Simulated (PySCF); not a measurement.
Work out the structure from these simulated measurements.

Elements present: C, F and H. Monoisotopic mass: 162.0656 u.

- 1H NMR: chemical shifts (computed TMS as zero) by class: 6.18 (1 H), 5.50 (1 H), 3.00 (2 H), 2.39 (2 H), 1.03 (3 H) ppm [GIAO PBE0/pcSseg-1]
- Rotational structure: rotational constants A, B, C: 1.860, 0.521, 0.449 GHz [PBE0-D3(BJ)/def2-SVP]
- Dipole: 1.76 D [CAM-B3LYP/def2-SVPD]
- Triplet: lowest triplet excitation (Tamm–Dancoff): 3.41 eV [TDA CAM-B3LYP/def2-SVPD]
- Couplings: largest of the computed one-bond spin–spin couplings (means over like bonds): 19F–13C -343.4 (×3), 13C–1H +173.7, 13C–1H +163.0, 13C–1H +139.6 (×2), 13C–1H +134.0 (×3), 13C–1H +133.6 (×2) Hz [B3LYP/pcJ-1, spin–dipole term left out for some pairs]
- 13C NMR: chemical shifts (computed TMS as zero) by class: 159.6 (1 C), 129.7 (1 C), 114.5 (1 C), 91.8 (1 C), 87.6 (1 C), 29.2 (1 C), 27.8 (1 C), 15.3 (1 C) ppm [GIAO PBE0/pcSseg-1]
- UV, first state: lowest singlet excitation: 5.49 eV (226 nm, f = 0.255) [TDDFT CAM-B3LYP/def2-SVPD]
- NMR, other nuclei: isotropic shieldings of nuclei other than C and H, by class: 258 (3 F) ppm [GIAO PBE0/pcSseg-1]

Electronic properties: PySCF, gas phase, density fitting. Levels stand in brackets. The structure is a single PBE0-D3(BJ)/def2-SVP conformer in the gas phase; no vibrational or solvent corrections. NMR values are class means; diastereotopic atoms form classes of their own.

Question: Which formula fits the mass and the elements?

Answer: C8H9F3 (calculated 162.0656). No other formula that holds each of these elements comes within 0.0003 u with a fitting electron parity and a possible valence count.

Question: Propose a structure and show how it fits.

Answer: Numbering: `[CH3:1][CH2:2]/[CH:3]=[CH:4]\[C:5]#[C:6][CH2:7][C:8]([F:9])([F:10])[F:11]`. Its formula, C8H9F3, gives 3 degrees of unsaturation: 0 rings and 3 π bonds in the structure found. 8 carbons fall into 8 classes; from least to most shielded: alkene CH carbon [C3] (159.6 ppm), CF3 carbon [C8] (129.7 ppm), alkene CH carbon [C4] (114.5 ppm), alkyne carbon [C6] (91.8 ppm), alkyne carbon [C5] (87.6 ppm), propargylic carbon [C7] (29.2 ppm), allylic carbon [C2] (27.8 ppm), methyl carbon [C1] (15.3 ppm). Hydrogen classes from least to most shielded: 1 H on an alkene CH carbon, C3 (6.18 ppm), 1 H on an alkene CH carbon, C4 (5.50 ppm), 2 H on a propargylic carbon, C7 (3.00 ppm), 2 H on an allylic carbon, C2 (2.39 ppm, a mean of values up to 1.0 ppm apart in this geometry), 3 H on a methyl carbon, C1 (1.03 ppm). The other shieldings belong to: 258 ppm, fluorine of a CF3 group [F9/F10/F11]. The couplings run between: -343.4 Hz, fluorine of a CF3 group [F9] and CF3 carbon [C8] (with 2 like pairs); +173.7 Hz, alkene CH carbon [C4] and its hydrogen; +163.0 Hz, alkene CH carbon [C3] and its hydrogen; +139.6 Hz, propargylic carbon [C7] and its hydrogen (with 1 like pair); +134.0 Hz, methyl carbon [C1] and its hydrogen (with 2 like pairs); +133.6 Hz, allylic carbon [C2] and its hydrogen (with 1 like pair). The optimised geometry has point group C1 and is an asymmetric top. Structure: `CC/C=C\C#CCC(F)(F)F`. Computed isomers that give other values at the same levels: `C=C[C@@H]1CC(=C)[C@H]1C(F)(F)F` (rotational constant A: 1.403 GHz; this holds for the one conformer computed); `C=C[C@@H]1CC(=C)[C@@H]1C(F)(F)F` (rotational constant A: 1.400 GHz; this holds for the one conformer computed); `C=C(/C=C/C)C(=C)C(F)(F)F` (rotational constant A: 1.706 GHz; this holds for the one conformer computed). The assignments are read from this structure; whether some other isomer fits the data as well wasn't checked.

Shape of the structure used: `[CH3:1][CH2:2]/[CH:3]=[CH:4]\[C:5]#[C:6][CH2:7][C:8]([F:9])([F:10])[F:11]`: C1–C2–C3–C4 -115°, C6–C7–C8–F9 -60°.
